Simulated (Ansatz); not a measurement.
Total energies of CH6BNSi, SMILES `[SiH3]N1BC1`.

Z-matrix (Å, degrees):
```
Si
N 1 1.718
H 1 1.486 2 109.8
H 1 1.484 2 108.6 3 120.4
H 1 1.486 2 109.8 3 -119.1
B 2 1.359 1 160.1 3 -121.0
C 2 1.499 1 135.0 3 59.5
H 6 1.183 2 142.6 1 0.4
H 7 1.089 2 115.5 1 67.9
H 7 1.089 2 115.5 1 -68.3
```

Total charge 0; spin multiplicity 1. The geometry is a stationary point of PBE0-D4/def2-TZVP. Basis def2-TZVPP, Ansatz 0.2.0.

RPA on PBE orbitals: Hartree–Fock energy of these orbitals -409.43290 Eh, correlation -1.02791 Eh (frozen core).

```csv
functional,energy without D4 (Eh),D4 term (kJ/mol)
LDA (SPW92),-408.56031,–
PBE,-410.53140,-17.8
revPBE,-410.75422,-56.7
BLYP,-410.79493,-39.6
r2SCAN,-410.75113,-4.3
B97M-V,-410.78356,–
PBE0,-410.57834,-15.0
B3LYP,-410.88689,-28.7
r2SCANh,-410.74490,-4.6
r2SCAN0,-410.73640,-5.1
HSE06 (plane-wave form),-410.56430,-13.9
BHLYP,-410.78597,-21.5
CAM-B3LYP,-410.79537,-15.1
LC-ωPBE,-410.68009,–
ωB97X-V,-410.77455,–
ωB97M-V,-410.77216,–
B2PLYP,-410.62463,–
PBE-QIDH,-410.47524,–
```

B3LYP takes the VWN-RPA correlation (the form of Gaussian; ORCA's B3LYP/G). HSE06 is the plane-wave form, built on full-range PBE exchange. The double hybrids freeze the cores in their second-order part.

LC-ωPBE has ω = 0.4 bohr⁻¹.
